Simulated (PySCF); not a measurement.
# Exercise with solution: dipole moment from atomic charges

1-bromo-1,1-difluoroethane (C2H3BrF2), SMILES CC(F)(F)Br. Atoms are numbered in the order given.

```xyz
8

C     -1.2971     1.4466     0.0000
C      0.0662     0.8211     0.0000
F      0.7656     1.1897     1.0770
F      0.7656     1.1897    -1.0770
Br    -0.0435    -1.1384     0.0000
H     -1.8511     1.1425     0.8961
H     -1.8511     1.1425    -0.8961
H     -1.1689     2.5394     0.0000
```

Coordinates come from a PBE0-D3(BJ)/def2-SVP optimisation.

Charges (e) from PySCF with PBE/def2-TZVP:

```tsv
atom	Mulliken	IAO
C1	-0.354	-0.467
C2	0.288	0.516
F3	-0.116	-0.255
F4	-0.116	-0.255
Br5	-0.115	-0.065
H6	0.141	0.177
H7	0.141	0.177
H8	0.133	0.172
```

The dipole moment of the full density is 2.08 D.

What dipole moment does each set of point charges give, and which comes closer to that of the density?


μ = Σ q r, and 1 e Å = 4.8032 D.
Mulliken: Σ q r = (-0.372, 0.239, 0.000) e Å, |μ| = 2.12 D.
IAO: Σ q r = (-0.604, 0.057, 0.000) e Å, |μ| = 2.91 D.
Mulliken comes closer in size. Point charges leave out the atoms' own dipoles (lone pairs, polarised bonds); fits to the potential absorb them, partitions of the density don't.
